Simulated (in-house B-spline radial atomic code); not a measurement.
A run on Sm (an excited or competing configuration) that did not converge. Method: scalar-relativistic (X2C) wB97X, spin-polarised, spherical fractional occupations, exact exchange averaged over the configuration, Fermi nucleus of rms radius 5.0819 fm; computed with an all-electron radial atomic-structure program (B-spline basis).

Command:
```bash
python run_scf.py task.json out
```
Settings (nuclear radius in fm, mass in u):
```
Z                62
configuration    [Xe] 4f5 6s2 7f1
hamiltonian      x2c
method           wb97x
spin_polarised   True
nucleus          fermi
rms_radius       5.0819
atomic_mass      151.91974
speed_of_light   137.035999084
exact_exchange   averaged over the configuration
```

First and last ten iterations of the last attempt (damped for 15 steps, keeping 80 % of the old Fock matrix, then DIIS):
```
 iter        energy (Eh)    residual
    1      -10404.359346    6.03e-01
    2      -10410.756851    7.75e-01
    3      -10418.832013    4.87e-01
    4      -10422.964925    3.01e-01
    5      -10424.994494    2.01e-01
    6      -10425.970791    1.42e-01
    7      -10426.411102    9.69e-02
    8      -10426.606751    6.57e-02
    9      -10426.701474    4.45e-02
   10      -10426.745570    3.25e-02
  111      -10426.796665    8.84e-05
  112      -10426.796664    8.56e-05
  113      -10426.796657    7.97e-05
  114      -10426.796668    8.83e-05
  115      -10426.796645    1.24e-04
  116      -10426.796757    8.89e-04
  117      -10426.796747    1.10e-03
  118      -10426.796764    9.38e-04
  119      -10426.796768    3.07e-04
  120      -10426.796667    8.99e-05
 not converged after 120 iterations
```

The smallest residual met was 8.0e-05; the threshold is about 6e-07. No energy from this run should be used. Run time, properties included: 46 s on 1 thread of Arm Neoverse V1 (shared host).
